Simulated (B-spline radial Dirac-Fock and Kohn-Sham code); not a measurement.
**EELS cross sections of the Ce N1 (4s) edge**

System: the free cerium atom, 1s2 2s2 2p6 3s2 3p6 3d10 4s2 4p6 4d10 4f1 5s2 5p6 5d1 6s2. Method: the first Born approximation with generalised oscillator strengths from a Dirac-Hartree-Slater potential (longitudinal and transverse terms; continuum final states only, so no white lines or fine structure). Computed with a B-spline atomic structure program. The edge is taken at 291.0 eV (tabulated value).

Input of the calculation (task.json; shells as n, l, electrons):

```json
{"items": [{
  "Z": 58,
  "q": 0,
  "cfg": [[1, 0, 2], [2, 0, 2], [2, 1, 6], [3, 0, 2], [3, 1, 6], [3, 2, 10], [4, 0, 2], [4, 1, 6], [4, 2, 10], [4, 3, 1], [5, 0, 2], [5, 1, 6], [5, 2, 1], [6, 0, 2]],
  "A": 140,
  "rrms": 4.8771,
  "do": "eels",
  "beams": [[60, 20], [60, 50], [60, 100], [80, 50], [80, 100], [100, 20], [100, 50], [120, 20], [200, 10], [200, 20], [200, 50], [300, 5], [300, 10], [300, 100]],
  "edges": {"N1": 291.0}
}]}
```

Command: `python xray2_run.py task.json out`

Partial cross sections σ(β, Δ) in barn, integrated over a window Δ above the edge and up to the collection semi-angle β, for parallel illumination:

```
E₀ (kV)  β (mrad)  Δ = 25 eV  Δ = 50 eV  Δ = 100 eV  Δ = 200 eV  Δ = 300 eV
     60        20        478        888        1540        2390        2880
     60        50        696       1290        2240        3610        4470
     60       100        969       1810        3160        5160        6560
     80        50        624       1150        2000        3220        4010
     80       100        805       1510        2640        4340        5550
    100        20        389        725        1270        2000        2430
    100        50        577       1070        1850        2980        3720
    120        20        362        676        1180        1880        2290
    200        10        247        459         799        1250        1510
    200        20        307        571        1000        1610        1980
    200        50        449        841        1470        2390        3030
    300         5          ?          ?           ?           ?           ?
    300        10        229        427         747        1180        1440
    300       100        386        726        1270        2100        2690
```

Question: Give the row for 300 kV and 5 mrad.

Answer: 180 b for 25 eV, 334 b for 50 eV, 577 b for 100 eV, 891 b for 200 eV, 1070 b for 300 eV.
